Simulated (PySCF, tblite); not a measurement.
Isomers of C6H7NO2Si, one GFN2-xTB conformer each. Single-point energies are computed at PBE0/pcSseg-1 (PySCF, gas phase, no added dispersion term), electronic only.

Problem. Rank them by PBE0/pcSseg-1 energy, lowest first (kJ/mol).
A. `[CH3:1][C:2](=[O:3])/[CH:4]=[CH:5]/[Si@@H:6]([C:7]#[N:8])[CH:9]=[O:10]` with C1–C2–C4–C5 -175°, C4–C5–Si6–C7 -133°, C5–Si6–C9–O10 29°
B. `[OH:1][Si@:2]1([n:3]2[cH:4][cH:5][cH:6][cH:7]2)[CH:8]=[CH:9][O:10]1` with H–O1–Si2–N3 -159°, O1–Si2–N3–C4 -21°

Solution. B (0.0), A (277.5).

As drawn, the lower has an aromatic ring, a four-membered ring and an O–H bond, which the higher lacks; the higher has a C=O bond and a C≡N group, which the lower lacks. GFN2-xTB itself gives, in the same order: 0.0, 470.0. Both levels put the same isomer lowest.

Problem. Which frontier levels, dipoles and rotational constants go with these structures?

Solution. 
```json
{"SMILES": "O[Si@]1(n2cccc2)C=CO1", "HOMO (eV, PBE0/pcSseg-1)": "-6.27", "LUMO (eV)": "-0.38", "dipole (D)": "2.34", "A, B, C (MHz)": "2566, 875.5, 727.7"}
{"SMILES": "CC(=O)/C=C/[Si@@H](C#N)C=O", "HOMO (eV, PBE0/pcSseg-1)": "-7.68", "LUMO (eV)": "-2.58", "dipole (D)": "3.54", "A, B, C (MHz)": "1694, 586.8, 466.6"}
```

Problem. What happens when harmonic zero-point energies from GFN2-xTB frequencies are added?

Solution. 
| SMILES | ZPE (kJ/mol) | electronic (kJ/mol) | with ZPE (kJ/mol) |
| --- | --- | --- | --- |
| O[Si@]1(n2cccc2)C=CO1 | 315.6 | 0.0 | 0.0 |
| CC(=O)/C=C/[Si@@H](C#N)C=O | 294.5 | 277.5 | 256.4 |

The zero-point energies span 21.1 kJ/mol. The order is unchanged.
